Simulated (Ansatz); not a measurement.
Geometry optimisation, Ansatz 0.2.0, RKS PBE0/def2-SVP.

Input file:

```yaml
crystal:
  periodic: [false, false, false]
  atoms:
    - { symbol: C, position_ang: [-0.7506, 0.7881, -1.0296] }
    - { symbol: C, position_ang: [-0.1065, -0.0486, -0.1339] }
    - { symbol: C, position_ang: [1.05071, -0.36219, 0.35123] }
    - { symbol: Si, position_ang: [-0.3444, -1.27723, 1.14438] }
    - { symbol: H, position_ang: [-1.3445, 0.2554, -1.8162] }
    - { symbol: H, position_ang: [-1.5222, 1.4736, -0.5087] }
    - { symbol: H, position_ang: [-0.0727, 1.4959, -1.5591] }
    - { symbol: H, position_ang: [2.06364, -0.13409, 0.36936] }
    - { symbol: H, position_ang: [-0.24877, -2.75943, 0.69077] }
    - { symbol: H, position_ang: [-0.53506, -0.93681, 2.49781] }
basis:
  gaussian: { orbitals: def2-SVP }
hamiltonian:
  xc: pbe0
relax:
  f_tol: 0.015
  max_steps: 40
```

Launched with:

```bash
$ ansatz run input.yaml --threads 1 --pin off --max-ram 2048MiB --backend cpu --events-out ev --progress --plain --runs-dir out
```

**Question.** Where does it end, and by what steps?

**Answer.** The forces met the threshold. After 5 steps the energy has fallen by 0.739 eV; H8 moved furthest, 0.23 Å.

```
step  energy less start (eV)  largest force component (eV/Å)  accepted
   0                  0.0000                           3.665       yes
   1                 -0.6156                           1.405       yes
   2                 -0.7130                           0.330       yes
   3                 -0.7318                           0.290       yes
   4                 -0.7387                           0.049       yes
   5                 -0.7389                           0.014       yes
```

```xyz
10
Properties=species:S:1:pos:R:3
C -0.769 0.860 -1.073
C -0.143 -0.054 -0.089
C 1.077 -0.339 0.383
Si -0.188 -1.372 1.182
H -1.328 0.288 -1.830
H -1.501 1.516 -0.575
H -0.025 1.490 -1.585
H 2.094 0.020 0.199
H -0.373 -2.807 0.821
H -0.655 -1.107 2.574
```

Run time: 26 s on 1 thread of Intel(R) Xeon(R) Platinum 8259CL CPU @ 2.50GHz (Skylake/Cascade Lake), with other jobs on the host, peak memory 0.19 GiB.
